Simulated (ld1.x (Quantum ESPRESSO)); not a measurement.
Au: one change to a TM potential, before and after

```json
{
  "Element": "Au (Z = 79)",
  "Generator": "ld1.x (Quantum ESPRESSO) 7.5",
  "Type": "norm-conserving Troullier–Martins (Kleinman–Bylander form)",
  "Functional": "PBEsol",
  "Relativity": "scalar-relativistic",
  "Frozen core": "[Xe] 4f14",
  "Valence charge": "11",
  "Reference configuration": "5d10 6s1 6p0",
  "Partial waves": "6s (bound): rc 2.40 bohr; 6p (bound, empty): rc 2.95 bohr; 5d (bound): rc 1.45 bohr",
  "Local potential": "all-electron potential smoothed inside 1.90 bohr (lloc = -1)",
  "Core correction": "a·sin(br)/r model core inside 0.90 bohr"
}
```

Change: local potential the s channel.

Cutoffs: the cutoffs (Ry, on a coarse ladder) from which the occupation-weighted sum of valence levels, in a spherical-Bessel basis at the reference potential, stays within 10 and 1 mRy of its value at 400 Ry; they do not see the model core or the augmentation charge, which bear on the density cutoff. Errors are all-electron minus pseudo energies relative to the spin-unpolarised reference configuration.

How do hardness, ghosts and transferability respond?

The potential gets neither clearly harder nor softer (45 Ry and 80 Ry → 45 Ry and 80 Ry); the bound ghost in s disappears; of the 7 tests that both files solve, the error grows in 5 and shrinks in 0 by more than 15 % and 0.3 meV (median size 27.5 → 51.4 meV); the range in which the p phases agree widens (upper end 0.4 → 2.5); the range in which the d phases agree narrows (upper end at the end of the scan → 0.9). In the separable form a ghost depends on how the local part lies against the semilocal potential of the channel, so the choice of the local part can create or remove one.

| quantity | base | changed |
| --- | --- | --- |
| cutoff, loose | 45 Ry | 45 Ry |
| cutoff, tight | 80 Ry | 80 Ry |
| loose cutoff by channel (10 mRy a level) | s 12 Ry, d 35 Ry | d 35 Ry, s 8 Ry |
| bound ghosts | s | none |
| error for 5d10 6s0 6p0, meV [ΔE 9.44 eV] | -17 | -17 |
| error for 5d9 6s0 6p0, meV [ΔE 30.68 eV] | -33 | -76 |
| error for 5d8 6s0 6p0, meV [ΔE 64.58 eV] | -172 | -371 |
| error for 5d10 6s0.5 6p0, meV [ΔE 3.79 eV] | -4.4 | -4.5 |
| error for 5d10 6s0 6p1, meV [ΔE 5.34 eV] | -4.1 | -5.5 |
| error for 5d9 6s2 6p0, meV [ΔE 1.67 eV] | -49 | -70 |
| error for 5d9 6s1 6p0, meV [ΔE 12.15 eV] | -27 | -51 |
| s: phases at 3.20 bohr within 0.05 rad from the reference energy up to (Ry; the scan ends near 5) | 2.2 | 1.8 |
| p: phases at 3.20 bohr within 0.05 rad from the reference energy up to (Ry; the scan ends near 5) | 0.4 | 2.5 |
| d: phases at 3.20 bohr within 0.05 rad from the reference energy up to (Ry; the scan ends near 5) | to the end of the scan | 0.9 |

Base: These tests converged, but a pseudo level misses the all-electron one widely, so the file describes the atom poorly there or has found another state: 5d8 6s0 6p0: empty 6p by 4.5 eV (a node warning on the way). A true bound ghost makes a file unfit for plane-wave use even where its test errors are small: the radial tests pick states by their node count and pass the ghost by.
